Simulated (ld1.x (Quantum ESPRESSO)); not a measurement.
## What one change does to a pseudopotential (gold, TM)

ld1.x (Quantum ESPRESSO) 7.5 input, shortened:

```
&input
   title='Au', zed=79., rel=1, dft='PBE', iswitch=3,
   config='[Xe] 4f14 5d9 6s0 6p0'
 /
 &inputp
   pseudotype=2, tm=.true., lloc=2,
   nlcc=.true., rcore=0.85
 /
3
5S  1  0   2.00   0.00  1.30  1.30  0.0
5P  2  1   6.00   0.00  1.40  1.40  0.0
5D  3  2   9.00   0.00  1.35  1.35  0.0
 &test
   configts(1)='5s2 5p6 5d9 6s0 6p0'
 /
```

All-electron outer shells of the reference configuration (PBE, scalar-relativistic, ld1.x):

```tsv
shell	level (eV)	outermost node (bohr)	outermost maximum (bohr)
5s	-130.01	0.48	0.84
4f	-102.84	–	0.37
5p	-81.30	0.52	0.96
5d	-27.33	0.56	1.20
6s	-22.76	1.10	2.13
6p	-14.61	1.29	2.70
```

Change: wave 5d (bound): rc 1.35 bohr becomes 5d (bound): rc 2.02 bohr.

Cutoffs: the cutoffs (Ry, on a coarse ladder) from which the occupation-weighted sum of valence levels, in a spherical-Bessel basis at the reference potential, stays within 10 and 1 mRy of its value at 400 Ry; they do not see the model core or the augmentation charge, which bear on the density cutoff. Errors are all-electron minus pseudo energies relative to the spin-unpolarised reference configuration.

Q: Predict the effect on cutoff, ghosts and configuration errors.

A: The potential gets neither clearly harder nor softer (100 Ry and 160 Ry → 100 Ry and 160 Ry); of the 7 tests that both files solve, the error grows in 0 and shrinks in 4 by more than 15 % and 0.3 meV (median size 425.0 → 358.6 meV); neither file shows a bound ghost. That the errors move this way runs against the usual rule that smaller radii transfer better.

| quantity | base | changed |
| --- | --- | --- |
| cutoff, loose | 100 Ry | 100 Ry |
| cutoff, tight | 160 Ry | 160 Ry |
| bound ghosts | none | none |
| error for 5s2 5p6 5d10 6s1 6p0, meV [ΔE -30.62 eV] | -765 | -646 |
| error for 5s2 5p6 5d10 6s0 6p0, meV [ΔE -21.21 eV] | +2.4 | +2.1 |
| error for 5s2 5p6 5d8 6s0 6p0, meV [ΔE 33.88 eV] | -10 | -9.6 |
| error for 5s2 5p6 5d9 6s2 6p0, meV [ΔE -28.92 eV] | -1779 | -1497 |
| error for 5s1 5p6 5d10 6s1 6p0, meV [ΔE 84.61 eV] | -1475 | -1274 |
| error for 5s2 5p6 5d10 6s0.5 6p0, meV [ΔE -26.84 eV] | -425 | -359 |
| error for 5s2 5p6 5d7 6s0 6p0, meV [ΔE 81.59 eV] | -37 | -31 |
